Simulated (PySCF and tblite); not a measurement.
The numbers below are computed, except where a source is named.
C8H10, numbered as in [CH:1]#[C:2][C@@:3]12[CH2:4][CH2:5][CH2:6][C@@H:7]1[CH2:8]2.

Level: PBE0-D3(BJ)/def2-SVP (IEF-PCM, chloroform)//GFN2-xTB, thermal terms from GFN2-xTB, symmetry numbers and mirror pairs counted. Conformers within 3 kcal/mol (GFN2-xTB free energy) were kept, 6 at most. Codes: tblite and PySCF.

The 5-ring runs over atoms 3–4–5–6–7.

```tsv
conformer	shape	symmetry	E(GFN2) kcal/mol
1	5-ring envelope (ring torsions 30, -29, 18, 1, -19°)	C1	1.69
2	5-ring envelope (ring torsions -28, 28, -18, 1, 16°)	C1	0.00
```

Question: Which of these conformers is the most populated at 298.15 K, and with what share?

Answer: Conformer 2, about 100 %.

Question: Give the DFT energies and free energies relative to the lowest, and all weights.

Answer: 
| conformer | shape | E(DFT) kcal/mol | G(298.15 K) kcal/mol | weight % |
| --- | --- | --- | --- | --- |
| 1 | 5-ring envelope (ring torsions 30, -29, 18, 1, -19°) | 3.77 | 3.63 | 0.2 |
| 2 | 5-ring envelope (ring torsions -28, 28, -18, 1, 16°) | 0.00 | 0.00 | 99.8 |

Question: How does its share change from 180 K to 400 K?

Answer: From 100 % to 99 %; the mixing entropy goes from 0.00 to 0.12 cal/(mol K).
